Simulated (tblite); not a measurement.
Species: C3H9NOSi.
Geometry (GFN2-xTB, Å), atoms numbered from 1 in this order:
```xyz
15
C3H9NOSi angstrom
C     -0.640    1.272   -0.460
N     -0.414   -0.139   -0.240
C     -1.597   -0.922   -0.504
Si     0.815   -0.729    0.805
C      2.338    0.373    0.433
O      3.149    0.703    1.260
H     -1.440    1.658    0.182
H      0.269    1.832   -0.255
H     -0.932    1.438   -1.501
H     -1.935   -0.749   -1.528
H     -1.371   -1.977   -0.381
H     -2.416   -0.661    0.175
H      0.575   -0.687    2.254
H      1.101   -2.094    0.360
H      2.494    0.691   -0.623
```

All values are computed: GFN2-xTB (tblite) harmonic vibrations without scaling, gas phase. The method is semi-empirical: single wavenumbers can be off by several per cent or more. Modes of hydrogen on silicon can be 10 to 20 % off. One conformer, not necessarily the lowest.

Harmonic wavenumbers (cm⁻¹): 40.5, 76.1, 143.1, 175.5, 199.7, 273.7, 293.1, 313.0, 388.4, 478.3, 563.9, 681.7, 691.5, 741.1, 771.6, 800.1, 1039.1, 1054.7, 1086.6, 1125.7, 1200.5, 1307.2, 1364.9, 1417.2, 1427.6, 1478.2, 1487.6, 1498.6, 1509.0, 1754.3, 2201.3, 2247.2, 2667.3, 2908.6, 2909.6, 2954.9, 2961.5, 3031.8, 3049.0.

A = 5989, B = 1602, C = 1344 MHz; mass 103.045 u (most abundant isotopes); point group C1, symmetry number 1.

Problem. Zero-point energy?

Solution. Half the sum of the wavenumbers: 25157 cm⁻¹ = 300.94 kJ/mol.

Problem. What is S at 273.15 K and 1 bar for an ideal gas of classical rigid rotors and harmonic oscillators?

Solution. Translation 164.84, rotation 114.44, vibration 95.53: S = 374.8 J/(mol K).

Problem. And Cp and H(273.15 K) − H(0)?

Solution. Cp = 128.65 J/(mol K), of which vibrations give 95.40 (their classical limit is 39 R = 324.3); H(273.15 K) − H(0) = 22.79 kJ/mol without the zero-point energy, 13.71 from vibrations.

Problem. Which modes carry the vibrational entropy at 273.15 K?

Solution. 40.5 cm⁻¹: 21.18; 76.1 cm⁻¹: 15.97; 143.1 cm⁻¹: 10.86; 175.5 cm⁻¹: 9.26; 199.7 cm⁻¹: 8.27; 273.7 cm⁻¹: 5.96 J/(mol K); the other 33 give 24.05 together.

Problem. How do the functions run with temperature in this model?

Solution. 
| T (K) | S (J/(mol K)) | Cp (J/(mol K)) | H − H(0) (kJ/mol) | G − H(0) (kJ/mol) | ln q(vib) |
| --- | --- | --- | --- | --- | --- |
| 50 | 234.9 | 51.4 | 2.05 | -9.69 | 0.52 |
| 100 | 277.1 | 72.6 | 5.16 | -22.55 | 1.55 |
| 298.15 | 386.4 | 136.0 | 26.10 | -89.11 | 6.00 |
| 373.15 | 419.3 | 157.4 | 37.11 | -119.34 | 7.63 |
| 500 | 469.9 | 189.6 | 59.17 | -175.79 | 10.28 |
| 750 | 556.5 | 237.7 | 112.97 | -304.41 | 15.19 |
| 1000 | 629.7 | 270.5 | 176.75 | -452.93 | 19.69 |

q(vib) and H(0) count from the zero-point level.

Hindered rotation and anharmonicity are outside this model. Other conformers, if any are populated, would add a mixing term that is left out. The structure is chiral; the term R ln 2 for an equal mix with its mirror image is left out.
